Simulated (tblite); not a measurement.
Species: C7H14OP (charge +1).
Numbering: `[CH:1]#[C:2][CH2:3][P@@H+:4]([CH2:5][CH3:6])[CH2:7][O:8][CH3:9]` (hydrogens: H10 on C1; H11, H12 on C3; H13 on P4; H14, H15 on C5; H16, H17, H18 on C6; H19, H20 on C7; H21, H22, H23 on C9)
Bond orders are those of one Lewis drawing.

Computed with GFN2-xTB (tblite), gas phase: L-BFGS steps from a force-field or distance-geometry start until the largest atomic force falls under 0.01 eV/Å.

Step 22: E = -767.6696 eV
```
atom  x, y, z in Å  |  force x, y, z in eV/Å
C1     -2.1868   -3.0361    1.2261    0.009   0.009  -0.023
C2     -1.8956   -1.8765    1.2767    0.002   0.005   0.022
C3     -1.5841   -0.4673    1.4252   -0.015   0.057  -0.056
P4     -0.4733    0.1163    0.1015    0.023   0.048  -0.011
C5     -0.0847    1.8878    0.2402    0.004   0.014  -0.033
C6     -1.3192    2.7805    0.1124   -0.004  -0.010   0.022
C7      1.0418   -0.8968    0.1110   -0.005  -0.007  -0.021
O8      1.7752   -0.3915   -0.9700   -0.023   0.009   0.089
C9      3.0742   -0.9581   -1.0773   -0.006   0.010   0.002
H10    -2.4537   -4.0513    1.1855    0.011  -0.003  -0.030
H11    -2.5055    0.1224    1.4053   -0.026  -0.016   0.018
H12    -1.0763   -0.3014    2.3822   -0.008   0.036   0.050
H13    -1.0627   -0.1100   -1.1244   -0.005  -0.009   0.005
H14     0.4010    2.0494    1.2087    0.034  -0.039  -0.010
H15     0.6352    2.1232   -0.5511    0.018  -0.047   0.053
H16    -1.7694    2.7022   -0.8746    0.013  -0.029   0.003
H17    -2.0742    2.5450    0.8589    0.006  -0.022   0.016
H18    -1.0218    3.8151    0.2673   -0.011  -0.002  -0.052
H19     1.5794   -0.7845    1.0696   -0.018  -0.004  -0.008
H20     0.7684   -1.9590   -0.0168    0.063  -0.013   0.018
H21     3.5417   -0.5002   -1.9439   -0.024   0.034  -0.025
H22     3.0186   -2.0393   -1.2204   -0.024  -0.035  -0.017
H23     3.6671   -0.7432   -0.1829   -0.015   0.015  -0.010
```

Step 23: E = -767.6709 eV
```
atom  x, y, z in Å  |  force x, y, z in eV/Å
C1     -2.1851   -3.0352    1.2242    0.008   0.021  -0.022
C2     -1.8959   -1.8750    1.2773    0.013  -0.009   0.024
C3     -1.5837   -0.4658    1.4258   -0.019   0.044  -0.040
P4     -0.4717    0.1158    0.1033    0.007   0.062  -0.008
C5     -0.0831    1.8873    0.2415   -0.006   0.021  -0.028
C6     -1.3199    2.7800    0.1121    0.027  -0.030   0.022
C7      1.0421   -0.8982    0.1131   -0.016   0.002  -0.005
O8      1.7740   -0.3895   -0.9667   -0.010  -0.006   0.080
C9      3.0720   -0.9573   -1.0777    0.004   0.011  -0.003
H10    -2.4527   -4.0503    1.1817    0.012   0.001  -0.029
H11    -2.5062    0.1217    1.4007   -0.027  -0.003   0.030
H12    -1.0773   -0.2976    2.3842   -0.028   0.030   0.029
H13    -1.0625   -0.1099   -1.1216   -0.005  -0.012  -0.004
H14     0.4062    2.0471    1.2099    0.003  -0.028  -0.042
H15     0.6366    2.1199   -0.5513    0.009  -0.037   0.062
H16    -1.7699    2.6975   -0.8762    0.032  -0.020   0.048
H17    -2.0750    2.5438    0.8600    0.036  -0.003  -0.012
H18    -1.0212    3.8158    0.2641   -0.033  -0.039  -0.055
H19     1.5788   -0.7843    1.0725   -0.020  -0.020  -0.019
H20     0.7678   -1.9602   -0.0164    0.075  -0.004   0.024
H21     3.5380   -0.4974   -1.9440   -0.022   0.028  -0.037
H22     3.0161   -2.0388   -1.2219   -0.025  -0.017  -0.016
H23     3.6679   -0.7425   -0.1854   -0.018   0.008   0.001
```

Step 24: E = -767.6724 eV
```
atom  x, y, z in Å  |  force x, y, z in eV/Å
C1     -2.1829   -3.0340    1.2214    0.007   0.032  -0.021
C2     -1.8960   -1.8733    1.2783    0.028  -0.015   0.022
C3     -1.5837   -0.4633    1.4264   -0.021   0.016  -0.003
P4     -0.4694    0.1163    0.1062   -0.021   0.046  -0.004
C5     -0.0811    1.8874    0.2427   -0.009   0.015  -0.009
C6     -1.3202    2.7790    0.1119    0.053  -0.045   0.014
C7      1.0421   -0.9003    0.1162   -0.023   0.011   0.021
O8      1.7723   -0.3873   -0.9614    0.011  -0.009   0.042
C9      3.0696   -0.9561   -1.0786    0.010   0.008  -0.010
H10    -2.4510   -4.0491    1.1764    0.016   0.012  -0.026
H11    -2.5081    0.1205    1.3957   -0.024   0.014   0.040
H12    -1.0803   -0.2928    2.3875   -0.054   0.022  -0.009
H13    -1.0614   -0.1100   -1.1175   -0.005  -0.012  -0.016
H14     0.4128    2.0449    1.2102   -0.027  -0.010  -0.061
H15     0.6384    2.1155   -0.5511    0.010  -0.015   0.050
H16    -1.7701    2.6915   -0.8773    0.045  -0.016   0.080
H17    -2.0752    2.5425    0.8608    0.060   0.014  -0.029
H18    -1.0214    3.8161    0.2590   -0.048  -0.064  -0.049
H19     1.5783   -0.7856    1.0759   -0.019  -0.034  -0.015
H20     0.7683   -1.9621   -0.0156    0.077   0.002   0.028
H21     3.5328   -0.4931   -1.9450   -0.027   0.015  -0.039
H22     3.0129   -2.0382   -1.2242   -0.023   0.015  -0.015
H23     3.6688   -0.7415   -0.1887   -0.016  -0.001   0.010
```

Step 25: E = -767.6742 eV
```
atom  x, y, z in Å  |  force x, y, z in eV/Å
C1     -2.1803   -3.0323    1.2172    0.005   0.037  -0.018
C2     -1.8957   -1.8713    1.2799    0.043  -0.012   0.016
C3     -1.5846   -0.4601    1.4275   -0.025  -0.015   0.040
P4     -0.4667    0.1177    0.1105   -0.051   0.001   0.000
C5     -0.0785    1.8880    0.2441   -0.003  -0.008   0.012
C6     -1.3195    2.7772    0.1116    0.066  -0.050   0.000
C7      1.0419   -0.9031    0.1210   -0.024   0.019   0.043
O8      1.7704   -0.3852   -0.9539    0.031   0.000  -0.014
C9      3.0668   -0.9544   -1.0800    0.010   0.006  -0.015
H10    -2.4486   -4.0477    1.1689    0.021   0.025  -0.023
H11    -2.5115    0.1190    1.3900   -0.022   0.031   0.047
H12    -1.0863   -0.2866    2.3924   -0.076   0.015  -0.049
H13    -1.0595   -0.1104   -1.1119   -0.005  -0.010  -0.027
H14     0.4211    2.0437    1.2092   -0.051   0.011  -0.058
H15     0.6405    2.1099   -0.5506    0.021   0.014   0.020
H16    -1.7695    2.6839   -0.8772    0.047  -0.018   0.084
H17    -2.0743    2.5414    0.8613    0.072   0.023  -0.028
H18    -1.0227    3.8158    0.2514   -0.049  -0.066  -0.035
H19     1.5782   -0.7894    1.0802   -0.016  -0.043   0.002
H20     0.7696   -1.9648   -0.0141    0.067   0.005   0.031
H21     3.5253   -0.4872   -1.9472   -0.033  -0.002  -0.031
H22     3.0091   -2.0371   -1.2279   -0.018   0.050  -0.013
H23     3.6700   -0.7402   -0.1930   -0.009  -0.013   0.016
```

**Question.** Estimate the geometry and energy of step 26. (The exact step hangs on the optimiser's Hessian estimate; all steps are aligned on step 25, rigid shifts and turns removed.)

**Answer.** E = -767.6763 eV, largest force 0.114 eV/Å
```
atom  x, y, z in Å  |  force x, y, z in eV/Å
C1     -2.1770   -3.0300    1.2116    0.002   0.032  -0.014
C2     -1.8944   -1.8689    1.2820    0.053  -0.003   0.008
C3     -1.5867   -0.4564    1.4296   -0.034  -0.036   0.069
P4     -0.4639    0.1195    0.1165   -0.070  -0.058   0.003
C5     -0.0752    1.8887    0.2457    0.014  -0.044   0.023
C6     -1.3174    2.7740    0.1113    0.062  -0.042  -0.015
C7      1.0414   -0.9064    0.1279   -0.014   0.024   0.049
O8      1.7683   -0.3828   -0.9445    0.036   0.018  -0.067
C9      3.0636   -0.9520   -1.0822    0.003   0.010  -0.015
H10    -2.4451   -4.0455    1.1591    0.025   0.034  -0.020
H11    -2.5161    0.1176    1.3836   -0.022   0.044   0.051
H12    -1.0963   -0.2790    2.3987   -0.084   0.009  -0.076
H13    -1.0567   -0.1111   -1.1054   -0.003  -0.007  -0.032
H14     0.4309    2.0441    1.2068   -0.066   0.032  -0.029
H15     0.6430    2.1035   -0.5499    0.038   0.044  -0.020
H16    -1.7679    2.6742   -0.8759    0.035  -0.029   0.055
H17    -2.0718    2.5405    0.8613    0.069   0.022  -0.005
H18    -1.0254    3.8145    0.2413   -0.033  -0.045  -0.012
H19     1.5788   -0.7962    1.0860   -0.012  -0.041   0.027
H20     0.7720   -1.9679   -0.0117    0.047   0.007   0.032
H21     3.5152   -0.4798   -1.9509   -0.037  -0.020  -0.019
H22     3.0044   -2.0349   -1.2332   -0.011   0.075  -0.011
H23     3.6716   -0.7389   -0.1984    0.002  -0.026   0.017
```

The energy changes by -0.0021 eV. The first-order estimate −F·Δx gives -0.0029 eV and the mean of the old and new forces, exact on a quadratic surface, -0.0021 eV. The step makes an angle of 75° with the force vector and moves no atom by more than 0.014 Å.

The cost below is that of the whole relaxation. On one thread of an Arm Neoverse V2, shared host with 64 logical CPUs at a one-minute load of 21, this took 0.48 s of wall time.
